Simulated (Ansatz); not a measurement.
Basis-set extrapolation for `FC#[C][AlH2]` (PBE0-D4/def2-TZVP geometry, frozen core, Ansatz 0.2.0). Multiplicity 1, RHF reference.

```csv
,def2-TZVPP,def2-QZVPP
HF,-418.246520,-418.260960
MP2 correlation,-0.617984,-0.666786
CCSD(T) correlation,-0.663769,not run
```

Energies in hartree. Use E(X) = E(∞) + A·exp(−7.88·√X) for Hartree–Fock and E(X) = E(∞) + B·X^(−2.97) for correlation, with X = 3 and 4, and add CCSD(T) minus MP2 of the smaller set to the MP2 limit.

Question: What is the CCSD(T) energy at the basis-set limit?

Answer: HF limit: -418.260960 + (-0.014440) × 0.13774 = -418.26295. MP2 limit: -0.666786 + (-0.048802) × 0.74074 = -0.70294. Higher-order term: -0.663769 − (-0.617984) = -0.04579. Total: -419.01168 hartree, 266.2 kJ/mol below CCSD(T)/def2-TZVPP.
